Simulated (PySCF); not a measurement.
A calculated (PBEsol, PySCF 2.14, ANO-RCC-VTZP, scalar relativity by spin-free X2C-1e) atom or ion has these occupied shells.

| shell | electrons | orbital energy (eV) | rms radius, mean of both spins (bohr) |
| --- | --- | --- | --- |
| 1s α | 1 | -5881.3 | 0.0734 |
| 1s β | 1 | -5881.3 | 0.0734 |
| 2s α | 1 | -678.62 | 0.319 |
| 2s β | 1 | -677.10 | 0.319 |
| 2p α | 3 | -572.50 | 0.288 |
| 2p β | 3 | -571.32 | 0.288 |
| 3s α | 1 | -87.068 | 0.966 |
| 3s β | 1 | -83.065 | 0.966 |
| 3p α | 3 | -58.506 | 1.04 |
| 3p β | 3 | -54.521 | 1.04 |
| 3d α | 4 | -15.217 | 1.46 |
| 4s α | 1 | -12.180 | 3.09 |

Q: Name the element and its charge.

A: Cr⁺ (chromium, charge +1), in [Ar] 3d4 4s1, high-spin 6D determinant (an excited configuration).
